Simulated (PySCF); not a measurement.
**Electric field gradients and quadrupole coupling constants**

Species: C₆H₃FO₂.
Geometry (GFN2-xTB, Å), atoms numbered from 1 in this order:
```xyz
12
C6H3FO2 angstrom
F      3.2349    0.7714   -0.2421
C      1.9786    0.3696   -0.1251
C      1.4970   -0.8710    0.1668
C      0.0933   -0.6723    0.1494
O     -1.0689   -1.3180    0.3189
C     -2.0348   -0.3844    0.1251
C     -1.5327    0.8526   -0.1660
C     -0.1335    0.6653   -0.1505
O      1.0402    1.3170   -0.3225
H      2.0610   -1.7580    0.3580
H     -3.0478   -0.7194    0.2207
H     -2.0861    1.7466   -0.3585
```

Field gradients from the B3LYP/pcJ-1 density (PySCF, non-relativistic), principal values in atomic units, ordered |Vxx| ≤ |Vyy| ≤ |Vzz|:

| atom | Vxx | Vyy | Vzz |
| --- | --- | --- | --- |
| O5 | -0.6143 | -0.9358 | 1.5500 |
| O9 | -0.5025 | -1.0892 | 1.5917 |

Task: Find the asymmetry η = (Vxx − Vyy)/Vzz and the couplings χ = eQV/h (234.96 MHz × Q in barn × V in au), with Q(17O) = −0.0256 b.

Result: 
```tsv
atom	environment	nucleus	η	χzz (MHz)	χxx (MHz)	χyy (MHz)
O5	furan-type oxygen	17O	0.21	-9.32	3.69	5.63
O9	furan-type oxygen	17O	0.37	-9.57	3.02	6.55
```

The tensor is traceless: Vxx + Vyy + Vzz = 0.

Task: What is Vzz at O5 in SI units (1 au = 9.71736 × 10²¹ V/m²)?

Result: 1.5500 au = 15.062 × 10²¹ V/m².

Task: And the gradient at the other heavy atoms, for which no coupling is worked out here?

Result: 
| atom | environment | Vzz (au) | η |
| --- | --- | --- | --- |
| F1 | aryl fluorine | 2.993 | 0.03 |
| C2 | aromatic C–F carbon | 0.420 | 0.31 |
| C3 | aromatic CH carbon | -0.066 | 0.16 |
| C4 | ring-fusion aromatic carbon | 0.297 | 0.74 |
| C6 | aromatic CH next to a ring oxygen | 0.362 | 0.65 |
| C7 | aromatic CH carbon | -0.132 | 0.93 |
| C8 | ring-fusion aromatic carbon | 0.369 | 0.47 |

Task: What couplings would deuterons (Q(2H) = 0.00286 b) have in place of the hydrogens, at this geometry?

Result: 
| atom | bonded to | bond length (Å) | Vzz (au) | η | χzz (kHz) |
| --- | --- | --- | --- | --- | --- |
| H10 | C3 | 1.068 | 0.3423 | 0.09 | 230 |
| H11 | C6 | 1.071 | 0.3307 | 0.13 | 222 |
| H12 | C7 | 1.069 | 0.3413 | 0.08 | 229 |

Geometry: GFN2-xTB; no solvent, vibrations or thermal averaging. GFN2-xTB bond lengths can be off by several hundredths of an ångström, more for odd bonds, and the gradients follow them. The basis is small and wasn't made for field gradients, so the couplings can be 20 % off.
